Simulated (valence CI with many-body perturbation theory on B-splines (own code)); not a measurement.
# E1 transitions of Xe49+

Level of theory: valence CI with perturbative core correlation (CI+MBPT): three valence electrons over a frozen Dirac-Fock core [He], a basis of 11 s, 11 p, 10 d, 8 f, 5 g, 2 h functions for each j, with the one-electron correlation potential Σ1 (screened to all orders), the two-electron term Σ2, the three-electron term Σ3, Breit, model QED; selected single and double excitations, second order for the rest, scaled by the run's own slope (own B-spline code, finite nucleus).

No measured spectrum was set against this ion. As an estimate, large intervals hold to a few tenths of a per cent, small ones and those within an open d or f shell to about a per cent.

Lines 1 to 50 of 464 in falling wavelength, among levels below 7510.7 eV, chosen from the strongest by gf and those to the six lowest levels. Wavelengths and rates use the calculated energies. Electric multipoles are in the length gauge, E1 and E2 with the static RPA response of the core. Weak lines are less certain than strong ones. Lines between different terms over intervals too small for the method are left out, as are lines whose strength nearly cancels. The highest levels of a list are the least certain.

Levels are named by their leading jj configuration (3d3/2^4 stands for four electrons in 3d with j = 3/2), which in mixed levels can hold well under half, so a name can repeat and another be missing. Letters in brackets count levels of one name in rising energy.

| λ vac (Å) | Upper | Lower | A (s⁻¹) | S (a.u.) with core polarisation | S without |
| --- | --- | --- | --- | --- | --- |
| 848.2 | (2s 2p1/2 4f7/2) J=7/2 [a] | (2s 2p1/2 4d5/2) J=5/2 [a] | 1.34e+08 | 3.24e-01 | 3.24e-01 |
| 836.7 | (2s 2p1/2 4f7/2) J=9/2 | (2s 2p1/2 4d5/2) J=7/2 | 1.48e+08 | 4.29e-01 | 4.29e-01 |
| 781.6 | (2s^2 4f7/2) J=7/2 | (2s^2 4d5/2) J=5/2 | 1.82e+08 | 3.42e-01 | 3.42e-01 |
| 568.8 | (2p1/2^2 4f5/2) J=5/2 | (2p1/2^2 4d3/2) J=3/2 | 4.46e+08 | 2.43e-01 | 2.43e-01 |
| 547.0 | (2s^2 4f5/2) J=5/2 | (2s^2 4d3/2) J=3/2 | 4.92e+08 | 2.39e-01 | 2.39e-01 |
| 537.9 | (2s 2p1/2 4f5/2) J=5/2 [a] | (2s 2p1/2 4d3/2) J=3/2 [a] | 5.11e+08 | 2.35e-01 | 2.35e-01 |
| 526.3 | (2s 2p1/2 4f5/2) J=7/2 | (2s 2p1/2 4d3/2) J=5/2 | 5.11e+08 | 2.94e-01 | 2.94e-01 |
| 508.4 | (2s 2p3/2 4p1/2) J=3/2 | (2s 2p3/2 4s) J=5/2 | 7.81e+08 | 2.03e-01 | 2.03e-01 |
| 482.4 | (2s 2p3/2 4p1/2) J=5/2 | (2s 2p3/2 4s) J=5/2 | 6.11e+08 | 2.03e-01 | 2.03e-01 |
| 433.7 | (2s 2p1/2 4d5/2) J=7/2 | (2s 2p1/2 4p3/2) J=5/2 | 1.67e+09 | 5.39e-01 | 5.39e-01 |
| 429.7 | (2s 2p1/2 4d5/2) J=5/2 [a] | (2s 2p1/2 4p3/2) J=3/2 [a] | 1.58e+09 | 3.71e-01 | 3.71e-01 |
| 425.8 | (2p1/2^2 4d5/2) J=5/2 | (2p1/2^2 4p3/2) J=3/2 | 1.82e+09 | 4.15e-01 | 4.15e-01 |
| 412.8 | (2s^2 4d5/2) J=5/2 | (2s^2 4p3/2) J=3/2 | 1.90e+09 | 3.96e-01 | 3.96e-01 |
| 407.5 | (2s 2p1/2 4d5/2) J=5/2 [b] | (2s 2p1/2 4p3/2) J=3/2 [b] | 1.76e+09 | 3.53e-01 | 3.53e-01 |
| 391.9 | (2s 2p1/2 4d5/2) J=3/2 | (2s 2p1/2 4p3/2) J=1/2 | 1.77e+09 | 2.10e-01 | 2.10e-01 |
| 217.5 | (2s 2p1/2 4d3/2) J=3/2 [b] | (2s 2p1/2 4p1/2) J=1/2 [b] | 5.85e+09 | 1.19e-01 | 1.19e-01 |
| 214.2 | (2s 2p1/2 4d3/2) J=1/2 | (2s 2p1/2 4p1/2) J=1/2 [b] | 9.87e+09 | 9.58e-02 | 9.58e-02 |
| 206.8 | (2p1/2^2 4d3/2) J=3/2 | (2p1/2^2 4p1/2) J=1/2 | 1.31e+10 | 2.29e-01 | 2.29e-01 |
| 205.4 | (2s 2p1/2 4d3/2) J=3/2 [a] | (2s 2p1/2 4p1/2) J=1/2 [a] | 1.28e+10 | 2.20e-01 | 2.20e-01 |
| 204.5 | (2s^2 4d3/2) J=3/2 | (2s^2 4p1/2) J=1/2 | 1.29e+10 | 2.18e-01 | 2.18e-01 |
| 203.3 | (2s 2p1/2 4d3/2) J=5/2 | (2s 2p1/2 4p1/2) J=3/2 | 1.19e+10 | 2.97e-01 | 2.97e-01 |
| 198.9 | (2s 2p1/2 4p3/2) J=1/2 | (2s 2p1/2 4s) J=1/2 [b] | 1.48e+10 | 1.15e-01 | 1.15e-01 |
| 195.7 | (2s 2p1/2 4p3/2) J=3/2 [b] | (2s 2p1/2 4s) J=1/2 [b] | 1.04e+10 | 1.55e-01 | 1.55e-01 |
| 192.4 | (2s 2p1/2 4d3/2) J=3/2 [b] | (2s 2p1/2 4p1/2) J=3/2 | 7.06e+09 | 9.94e-02 | 9.94e-02 |
| 189.6 | (2p1/2^2 4p3/2) J=3/2 | (2p1/2^2 4s) J=1/2 | 2.06e+10 | 2.78e-01 | 2.78e-01 |
| 187.2 | (2s 2p3/2 3d5/2) J=7/2 [b] | (2s 2p3/2 3p3/2) J=5/2 [b] | 3.11e+09 | 8.05e-02 | 8.05e-02 |
| 186.6 | (2s^2 4p3/2) J=3/2 | (2s^2 4s) J=1/2 | 2.02e+10 | 2.59e-01 | 2.59e-01 |
| 186.0 | (2s 2p1/2 4p3/2) J=3/2 [a] | (2s 2p1/2 4s) J=1/2 [a] | 2.07e+10 | 2.63e-01 | 2.63e-01 |
| 184.5 | (2s 2p1/2 4p3/2) J=5/2 | (2s 2p1/2 4s) J=3/2 | 2.19e+10 | 4.07e-01 | 4.07e-01 |
| 183.9 | (2s 2p3/2 3d5/2) J=9/2 | (2s 2p3/2 3p3/2) J=7/2 | 4.93e+09 | 1.51e-01 | 1.51e-01 |
| 181.9 | (2p1/2 2p3/2 3d5/2) J=9/2 | (2p1/2 2p3/2 3p3/2) J=7/2 | 5.86e+09 | 1.74e-01 | 1.74e-01 |
| 181.8 | (2s 2p1/2 4p3/2) J=3/2 [b] | (2s 2p1/2 4s) J=3/2 | 9.20e+09 | 1.09e-01 | 1.09e-01 |
| 181.3 | (2p3/2^2 3d5/2) J=7/2 | (2p3/2^2 3p3/2) J=5/2 | 4.41e+09 | 1.04e-01 | 1.04e-01 |
| 179.6 | (2p1/2 2p3/2 3d5/2) J=7/2 [a] | (2p1/2 2p3/2 3p3/2) J=5/2 [a] | 5.46e+09 | 1.25e-01 | 1.25e-01 |
| 179.4 | (2p3/2^2 3d5/2) J=9/2 | (2p3/2^2 3p3/2) J=7/2 | 5.68e+09 | 1.62e-01 | 1.62e-01 |
| 178.8 | (2s 2p1/2 3d5/2) J=7/2 | (2s 2p1/2 3p3/2) J=5/2 | 5.50e+09 | 1.24e-01 | 1.24e-01 |
| 178.1 | (2s^2 3d5/2) J=5/2 | (2s^2 3p3/2) J=3/2 | 4.12e+09 | 6.89e-02 | 6.89e-02 |
| 177.7 | (2p1/2 2p3/2 3d5/2) J=7/2 [b] | (2p1/2 2p3/2 3p3/2) J=5/2 [b] | 5.17e+09 | 1.15e-01 | 1.15e-01 |
| 174.9 | (2p3/2^2 3d5/2) J=5/2 [b] | (2p3/2^2 3p3/2) J=3/2 [b] | 5.90e+09 | 9.35e-02 | 9.35e-02 |
| 174.8 | (2p1/2^2 3d5/2) J=5/2 | (2p1/2^2 3p3/2) J=3/2 | 6.34e+09 | 1.00e-01 | 1.00e-01 |
| 171.3 | (2s 2p1/2 3d5/2) J=5/2 [a] | (2s 2p1/2 3p3/2) J=3/2 [a] | 5.55e+09 | 8.27e-02 | 8.27e-02 |
| 163.3 | (2p1/2 2p3/2 3d5/2) J=5/2 [a] | (2p1/2 2p3/2 3p3/2) J=3/2 [a] | 4.99e+09 | 6.43e-02 | 6.43e-02 |
| 161.1 | (2s 2p1/2 3d5/2) J=5/2 [b] | (2s 2p1/2 3p3/2) J=3/2 [b] | 6.37e+09 | 7.89e-02 | 7.89e-02 |
| 156.4 | (2s 2p3/2 3d5/2) J=7/2 [a] | (2s 2p3/2 3p3/2) J=5/2 [a] | 5.51e+09 | 8.32e-02 | 8.32e-02 |
| 102.6 | (2p1/2 2p3/2 3p3/2) J=7/2 | (2s 2p3/2 3p3/2) J=5/2 [b] | 2.09e+10 | 8.89e-02 | 8.90e-02 |
| 96.17 | (2s 2p1/2 3p3/2) J=5/2 | (2s^2 3p3/2) J=3/2 | 1.55e+10 | 4.10e-02 | 4.10e-02 |
| 95.58 | (2p1/2 2p3/2 3d3/2) J=5/2 [b] | (2p1/2 2p3/2 3p1/2) J=3/2 [b] | 1.46e+10 | 3.77e-02 | 3.77e-02 |
| 89.64 | (2s 2p3/2 3p3/2) J=3/2 [a] | (2s 2p3/2 3s) J=3/2 [a] | 3.01e+10 | 4.28e-02 | 4.28e-02 |
| 89.16 | (2p3/2^2 3p3/2) J=5/2 | (2p3/2^2 3s) J=3/2 | 2.73e+10 | 5.72e-02 | 5.72e-02 |
| 88.51 | (2p1/2^2 3d3/2) J=3/2 | (2p1/2^2 3p1/2) J=1/2 | 4.08e+10 | 5.59e-02 | 5.59e-02 |
